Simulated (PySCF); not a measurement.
Bonds (- single, = double, # triple, : aromatic): C1#C2, C2-C3, C3-N4, N4:C5, C5:P6, P6:C7, C7-C8, C7:C9, C9:N4. C1 carries H10; C3 carries H11, H12; C5 carries H13; C8 carries H14, H15, H16; C9 carries H17.

All values are calculated (PySCF): σ from GIAO-PBE0/pcSseg-1, geometry: GFN2-xTB. No solvent model, non-relativistic Hamiltonian, fast rotation and ring inversion assumed for equivalent nuclei, single conformer.

**Question.** List the cross peaks expected in HSQC, COSY and HMBC spectra.

**Answer.** 

HSQC (one-bond C–H):
```tsv
δH	δC
7.93 (H13)	160.8 (C5)
7.15 (H17)	132.0 (C9)
4.72 (H11/H12)	43.5 (C3)
2.62 (H14/H15/H16)	18.1 (C8)
1.87 (H10)	81.7 (C1)
```

HMBC (two and three bonds, from the bond graph):
```tsv
δH	δC
7.93 (H13)	153.3 (C7), 132.0 (C9), 43.5 (C3)
7.15 (H17)	160.8 (C5), 153.3 (C7), 43.5 (C3), 18.1 (C8)
4.72 (H11/H12)	160.8 (C5), 132.0 (C9), 84.0 (C2), 81.7 (C1)
2.62 (H14/H15/H16)	153.3 (C7), 132.0 (C9)
1.87 (H10)	84.0 (C2), 43.5 (C3)
```

No COSY cross peaks are expected.

Chemical shifts δ = σref − σ; 1H and 13C vs TMS, all at this level.

Short H···H contacts in this conformer between protons four or more bonds apart (candidates for NOE cross peaks, intensity ∝ r⁻⁶): H12···H13 2.44 Å, H11···H17 2.45 Å, H14···H17 2.56 Å.

Shifts are as computed. Against solution values, carbons near 30 ppm lie about +3 ppm off and those near 130 ppm about +5 ppm. Of 1211 compounds with measured shifts, 218 miss one by over three times the rms of a fit or turn the order of signals round; such compounds aren't used in these exercises.
